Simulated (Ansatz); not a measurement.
Cost and result up the ladder for Si₈H₆ (14 atoms). Total charge 0; singlet. Geometry: PBE-D4/def2-SVP.

```xyz
14

Si   -1.722    0.094    0.946
Si   -1.879    1.283   -1.018
Si    0.846   -2.722   -0.611
Si    2.081    0.561    1.397
Si    0.315   -1.200    1.073
Si   -0.026    1.001    2.282
Si   -0.116    0.829   -2.236
Si    1.429   -0.203   -0.851
H     2.281   -2.779   -0.025
H    -0.122    0.634    3.751
H    -2.954   -0.462    1.611
H     2.778   -0.484   -1.455
H     0.323    1.757   -3.340
H    -3.234    1.691   -1.525
```

Ansatz on 4 threads of Arm Neoverse V1 on a shared host. Times are rough, and most runs start from the orbitals of an earlier one. No level here is sound enough to serve as a yardstick. Binding counts from free atoms at the same level (Si triplet, H doublet; other spins of the atoms weren't run), without zero-point energy or a counterpoise term.

Correlated methods freeze 40 core orbitals. The rows differ in basis, and correlated rows in double-zeta sets carry the largest basis error. Another isomer (singlet) lies 0.52 eV lower at PBE0-D4/def2-TZVP; other spin states weren't run for this one.

Correlated methods converge slowly with the basis, most of all in double-zeta sets.

```tsv
level	functions	wall time	binding energy per atom (eV)	remarks
PBE-D4/def2-TZVP (with forces)	332	9.5 s	3.15	restricted SCF unstable in HF
r2SCAN-D4/def2-TZVP	332	18 s	3.11	restricted SCF unstable in HF
PBE0-D4/def2-TZVP	332	18 s	3.09	restricted SCF unstable in HF
CAM-B3LYP-D4/def2-TZVP	332	20 s	2.96	restricted SCF unstable in HF
CCSD(T)/def2-SVP	174	38 s	2.75	large T1 (0.022), restricted SCF unstable
ωB97X-V/def2-TZVP	332	47 s	3.06	restricted SCF unstable in HF
```
